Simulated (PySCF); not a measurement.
**[CuBr4]2-: what the settings change**

[CuBr4]2- holds Cu(II), d9, at total charge -2. The structure is a PBE0-D3(BJ)/def2-SVP, IEF-PCM water geometry optimised for multiplicity 2; coordination distorted tetrahedral, point group D2d, metal–donor distances 2.43 Å.

The d shell alone is too small an active space for [CuBr4]2- (Cu(II) with such soft donors has much ligand-hole, Cu(I)-like character): its levels, fitted parameters, g values and moments show what this model gives and aren't sound predictions.

```
5

Cu    0.0000    0.0000    0.0000
Br    0.8241    1.6144    1.6144
Br    0.8241   -1.6144   -1.6144
Br   -0.8241   -1.6144    1.6144
Br   -0.8241    1.6144   -1.6144
```

Method (PySCF 2.14, density fitting): CASSCF(9,5) with orbitals averaged over all microstates of the shell, strongly contracted NEVPT2 on the averaged canonical orbitals; basis x2c-TZVPall on the metal, x2c-SVPall elsewhere; spin-free X2C; IEF-PCM water; spin-orbit coupling by state interaction with the mean-field operator over all roots.

Base run: NEVPT2 ground state 2B2, next 2E at 6433, then 2B1 at 6997 cm⁻¹, ζ 784 cm⁻¹, g 2.165 2.165 2.734, μeff(300 K) 2.13 μB.

Question: What happens with the basis x2c-TZVPall on all atoms?

Answer: NEVPT2 ground state 2B2, next 2E at 6288, then 2B1 at 6925 cm⁻¹, ζ 784 cm⁻¹, g 2.169 2.169 2.739, μeff(300 K) 2.13 μB. It took 46 s against 21 s on a shared host of the same kind.

Ligand-hole states mix strongly into such Cu(II) halides; the d shell alone makes them too ionic, overstates g shifts and moments and can put the wrong state lowest. NEVPT2 lifts 2B1 from 3945 to 6997 cm⁻¹; on the d shell alone such lifts tend to overshoot.
